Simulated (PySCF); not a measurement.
**Shifts of the heteroatoms**

Geometry:
| atom | x (Å) | y (Å) | z (Å) |
| --- | --- | --- | --- |
| O1 | -4.036 | -0.682 | 0.519 |
| C2 | -3.210 | 0.172 | 0.304 |
| O3 | -3.528 | 1.479 | 0.324 |
| C4 | -1.788 | -0.081 | 0.006 |
| C5 | -0.873 | 0.871 | -0.244 |
| Si6 | 0.790 | 0.040 | -0.591 |
| N7 | 2.012 | 0.591 | 0.498 |
| Si8 | 3.721 | 0.294 | 0.421 |
| C9 | -0.013 | -1.640 | -0.266 |
| C10 | -1.311 | -1.465 | -0.006 |
| H11 | -4.470 | 1.579 | 0.529 |
| H12 | -1.133 | 1.915 | -0.262 |
| H13 | 1.259 | 0.210 | -1.964 |
| H14 | 1.672 | 0.894 | 1.398 |
| H15 | 4.139 | 0.646 | -0.933 |
| H16 | 4.310 | 1.169 | 1.434 |
| H17 | 4.041 | -1.110 | 0.696 |
| H18 | 0.433 | -2.621 | -0.294 |
| H19 | -2.021 | -2.251 | 0.201 |

PySCF 2.14 calculation with GIAO PBE0/pcSseg-1 shieldings and coordinates at the GFN2-xTB level; one computed conformer, gas phase, rapidly exchanging positions averaged, relativity neglected.

(1) Where does $^{29}$Si resonate?

(2) Predict the $^{15}$N NMR data.

(3) Predict the $^{17}$O NMR data.

Answers

(1) 
```
atoms                                        environment  σ (ppm)  δ (ppm)
  Si6  silicon bonded to 2 C, N, H, in a 5-membered ring    361.4    -17.1
  Si8                           silicon bonded to N, 3 H    402.2    -50.6
```

Shieldings were converted by a linear fit to measured shifts: $^{29}$Si: δ = 279.94 − 0.822σ (rms 8.9 ppm, 72 shifts, 25.8 ppm with the 6 outliers that the fit left out vs TMS, solution or neat liquid). A few per cent of atoms miss by over 2 rms, more outside the fitted compound classes.

On a 600 MHz spectrometer $^{29}$Si resonates near 119.2 MHz, so 1 ppm is 119.2 Hz.

(2) 
```
atoms                 environment  σ (ppm)  δ (ppm)
   N7  nitrogen bonded to 2 Si, H    267.4   -394.4
```

Shieldings were converted by a linear fit to measured shifts: $^{15}$N: δ = -148.07 − 0.921σ (rms 6.3 ppm, 71 shifts vs CH3NO2, solution or neat liquid). A few per cent of atoms miss by over 2 rms, more outside the fitted compound classes.

On a 600 MHz spectrometer $^{15}$N resonates near 60.8 MHz, so 1 ppm is 60.8 Hz.

(3) 
```csv
atoms,environment,σ (ppm),δ (ppm)
O1,carbonyl oxygen,-96.4,354.5
O3,acid hydroxyl oxygen,131.8,146.6
```

Shieldings were converted by a linear fit to measured shifts: $^{17}$O (scatter 10.7 ppm rms, 12.2 ppm with the 3 outliers that the fit left out vs liquid water, solution or neat liquid). A few per cent of atoms miss by over 2 rms, more outside the fitted compound classes.

On a 500 MHz spectrometer $^{17}$O resonates near 67.8 MHz, so 1 ppm is 67.8 Hz.

In solution the two oxygens of a carboxylic acid exchange roles by proton transfer and give one 17O line. Hydrogen bonding in solution shields acid and N–H amide carbonyl oxygens by tens of ppm.
